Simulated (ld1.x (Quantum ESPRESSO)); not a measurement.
## What one change does to a pseudopotential (Xe, ultrasoft)

```
Element                 : xenon (Xe)
Generator               : ld1.x (Quantum ESPRESSO) 7.5
Type                    : ultrasoft
Functional              : LDA (PZ)
Relativity              : scalar-relativistic
Frozen core             : [Kr]
Valence charge          : 18
Reference configuration : 4d10 5s2 5p5 (charge +1)
Partial waves           : 5s (bound): rcut 1.55, rcutus 1.65 bohr; 5s channel at -1.1 Ry: rcut 1.55, rcutus 1.65 bohr; 5p (bound): rcut 1.40, rcutus 1.80 bohr; 5p channel at 1.15 Ry: rcut 1.40, rcutus 1.80 bohr; 4d (bound): rcut 1.10, rcutus 1.35 bohr; 4d channel at -4.35 Ry: rcut 1.10, rcutus 1.35 bohr
Local potential         : all-electron potential smoothed inside 1.55 bohr (lloc = -2)
Core correction         : none
Augmentation charge     : built from norm-conserving waves at rcut, not smoothed further
```

Change: all radii scaled by about 1.18 (s 1.94, p 2.12, d 1.58 bohr, rcut 1.82/1.64/1.30); local potential all-electron potential smoothed inside 1.82 bohr (lloc = -2).

Cutoffs: the cutoffs (Ry, on a coarse ladder) from which the occupation-weighted sum of valence levels, in a spherical-Bessel basis at the reference potential, stays within 10 and 1 mRy of its value at 400 Ry; they do not see the model core or the augmentation charge, which bear on the density cutoff. Errors are all-electron minus pseudo energies relative to the spin-unpolarised reference configuration.

**Question.** How do hardness, ghosts and transferability respond?

**Answer.** The potential gets softer (90 Ry and 140 Ry → 60 Ry and 100 Ry); the number of tests that count goes from 9 to 8; of the 8 tests that both files solve, the error grows in 4 and shrinks in 3 by more than 15 % and 0.3 meV (median size 4.9 → 4.1 meV); neither file shows a bound ghost at the reference potential, the only one tested. A larger radius leaves more room for a smooth pseudo-wave, so fewer plane waves are needed.

```tsv
quantity	base	changed
cutoff, loose	90 Ry	60 Ry
cutoff, tight	140 Ry	100 Ry
loose cutoff by channel (10 mRy a level)	s 12 Ry, p 6 Ry, d 55 Ry	s 6 Ry, p 8 Ry, d 40 Ry
bound ghosts	none	none
tests counted (converged, no solver errors)	9 of 9	8 of 9
error for 4d10 5s2 5p6, meV [ΔE -12.70 eV]	+4.2	+4.9
error for 4d10 5s2 5p4, meV [ΔE 21.94 eV]	-5.7	-4.2
error for 4d10 5s2 5p3, meV [ΔE 53.91 eV]	-11	-2.7
error for 4d10 5s2 5p5.5, meV [ΔE -7.45 eV]	+2.3	+2.6
error for 4d10 5s2 5p2, meV [ΔE 96.54 eV]	-10	+12
error for 4d10 5s1 5p6, meV [ΔE 12.23 eV]	-1.6	-0.8
error for 4d10 5s2 5p5 (spin-polarised), meV [ΔE -0.14 eV]	+2.8	+3.9
error for 4d10 5s2 5p4 (spin-polarised), meV [ΔE 21.31 eV]	+8.2	+15
lowest overlap eigenvalue by channel	s 0.26, p 0.56, d 1.00	s 0.34, p 0.51, d 0.49
```

Changed file: Tests not counted: 4d9 5s2 5p6 (solver errors, printed error -2548 eV).
